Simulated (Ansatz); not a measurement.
Born–Oppenheimer molecular dynamics of CH₉AlOSi (13 atoms, charge 0, multiplicity 1). It starts at the highest image of a converged band. Of that band: Beside the main top the profile has a ripple of under 15 meV (maxima at images 1, 3), which may be a very shallow well or noise. Neighbouring images differ by up to 1.3 eV, so the band resolves the path poorly. A vibrational analysis at the climbing image gives one clearly imaginary mode, 1297i cm⁻¹: a first-order saddle point.

The calculation used RKS B3LYP-D4/def2-SVP in Ansatz.

```json
{
 "ensemble": "NVE (velocity Verlet)",
 "time step": "0.5 fs",
 "steps asked": "200",
 "starting velocities drawn for": "100 K",
 "seed": "9828"
}
```

First frame:

```xyz
13
Properties=species:S:1:pos:R:3
Al -1.298 -0.441 0.424
Si 1.149 -1.538 0.690
H -2.241 -1.620 -0.031
H -1.512 0.478 1.695
H 0.334 -0.281 -0.457
O -0.516 0.481 -0.993
C -0.168 1.857 -1.035
H 0.515 -2.251 1.853
H 1.654 -2.592 -0.240
H 2.312 -0.780 1.244
H -1.061 2.481 -0.867
H 0.578 2.107 -0.259
H 0.253 2.100 -2.023
```

(1) How far do the bonds stretch over the last three quarters of this one trajectory? (Pairs bonded in most of those frames.)

Answers

(1) 
| bond | mean (Å) | spread (Å) | shortest | longest |
| --- | --- | --- | --- | --- |
| Al1–Si2 | 2.449 | 0.085 | 2.34 | 2.61 |
| Al1–H3 | 1.600 | 0.018 | 1.57 | 1.64 |
| Al1–H4 | 1.601 | 0.009 | 1.58 | 1.61 |
| Al1–O6 | 2.183 | 0.108 | 1.95 | 2.31 |
| Si2–H8 | 1.507 | 0.012 | 1.49 | 1.53 |
| Si2–H9 | 1.514 | 0.023 | 1.47 | 1.55 |
| Si2–H10 | 1.507 | 0.013 | 1.49 | 1.53 |
| H5–O6 | 0.976 | 0.030 | 0.93 | 1.02 |
| O6–C7 | 1.443 | 0.022 | 1.41 | 1.48 |
| C7–H11 | 1.101 | 0.014 | 1.08 | 1.12 |
| C7–H12 | 1.100 | 0.018 | 1.07 | 1.13 |
| C7–H13 | 1.100 | 0.007 | 1.09 | 1.11 |

Mean temperature of the second half: 394 K. The conserved energy stayed within 0.077 meV per atom of its start (net change 0.036 meV per atom), so the integration is sound. The system heated up, since it started high on the potential surface and ran downhill. A run of 0.1 ps of so small a system gives no equilibrium averages. The orbitals stay closed-shell, which can raise the energy where a bond breaks towards radicals; this wasn't checked here.

The run took 4.8 min on 2 threads of Intel(R) Xeon(R) 6975P-C (Granite Rapids), with other jobs on the host, peak memory 0.26 GiB.
